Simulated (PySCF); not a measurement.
## Polarisability and C₆ of He (helium, neutral)

1s1 2s1, high-spin 3S determinant (an excited configuration). Computed with PySCF 2.14 in dyall-acv3z (10s3p2d, 29 functions), with the non-relativistic Hamiltonian (point nucleus). Coupled (time-dependent) response in atomic units; α is the mean over directions.

```tsv
method	mean α (bohr³)	C₆ (like pair)	S(−4)
UHF	16.00	36.22	536.8
```

S(−4) is the Cauchy moment in α(ω) = α(0) + S(−4) ω² + …

α(iu) at UHF:

```csv
u (hartree),α(iu) (bohr³)
0,16.00
0.0500,14.77
0.100,12.05
0.200,7.164
0.300,4.531
0.500,2.424
0.750,1.522
1.00,1.110
1.50,0.6922
2.00,0.4731
3.00,0.2567
5.00,0.1080
```

A single London oscillator, α(iu) = α/(1 + u²/ω²), gives C₆ = (3/4) ω α². Matching the computed C₆ needs ω = 4 × 36.22 / (3 × 16.00²) = 0.189 hartree.

The outer electron is Rydberg-like, and this basis confines it to a smaller radius and binds it less than a complete one would.
